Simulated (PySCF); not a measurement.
H₇Si₃, charge +1, multiplicity 1.

```xyz
10

Si     2.1291     0.3758     0.2408
Si     0.0323    -0.4123    -0.5343
Si    -2.1596     0.0116     0.2618
H      2.6793    -0.8548     0.8698
H      1.8672     1.4647     1.2059
H      2.8720     0.7822    -0.9754
H      0.1040    -1.3186    -1.7131
H     -2.8386    -1.3054     0.2751
H     -2.6745     0.9166    -0.8007
H     -2.0356     0.6645     1.5824
```
Charge +1, spin multiplicity 1.

Geometry optimised at TPSSh-D3(BJ)/def2-SVP. The multiplicity is an assumed one; other spin states were not compared. The isomer is the one that the SMILES or the coordinates give; other isomers of the formula were not compared.

These are HF/pcSseg-1 (PySCF) values and carry that method's errors. Non-relativistic, no solvent.

### Question
Give the absolute GIAO shielding of each atom: isotropic value and principal components (ppm). (An estimate is asked for; the answer gives what the named calculation found.)

### Answer

```csv
atom,σ(iso),σ11,σ22,σ33,span
Si1,465.8,449.9,466.0,481.6,31.8
Si2,-270.3,-1026.5,-235.0,450.6,1477.2
Si3,465.8,450.0,465.9,481.6,31.6
H4,27.5,24.6,25.4,32.5,7.9
H5,27.1,23.9,25.5,31.9,8.1
H6,27.2,24.0,25.1,32.6,8.6
H7,20.4,14.6,23.0,23.5,8.9
H8,27.2,24.0,25.1,32.6,8.7
H9,27.5,24.6,25.4,32.5,7.9
H10,27.1,23.9,25.5,31.9,8.1
```
